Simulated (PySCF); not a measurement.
# Dipole response of Al²⁺ (aluminium, charge +2)

[Ne] 3s1, 2S determinant. Computed with PySCF 2.14 in aug-cc-pCVTZ-DK (8s7p5d3f, 75 functions), with the spin-free X2C one-electron Hamiltonian (Gaussian nucleus). Coupled (time-dependent) response in atomic units; α is the mean over directions.

```csv
method,mean α (bohr³),C₆ (like pair),S(−4)
UHF,15.20,43.03,260.7
PBE,13.41,35.72,204.7
PBE0,13.95,37.84,221.0
revPBE,13.93,37.75,220.6
TPSSh,14.67,40.90,243.2
```

S(−4) is the Cauchy moment in α(ω) = α(0) + S(−4) ω² + …

α(iu) at PBE0:

| u (hartree) | α(iu) (bohr³) |
| --- | --- |
| 0 | 13.95 |
| 0.0500 | 13.42 |
| 0.100 | 12.05 |
| 0.200 | 8.583 |
| 0.300 | 5.854 |
| 0.500 | 2.998 |
| 0.750 | 1.633 |
| 1.00 | 1.064 |
| 1.50 | 0.6088 |
| 2.00 | 0.4280 |
| 3.00 | 0.2725 |
| 5.00 | 0.1559 |

For an ion, C₆ is the dispersion term alone; charge-induced terms of lower order in 1/R come first.
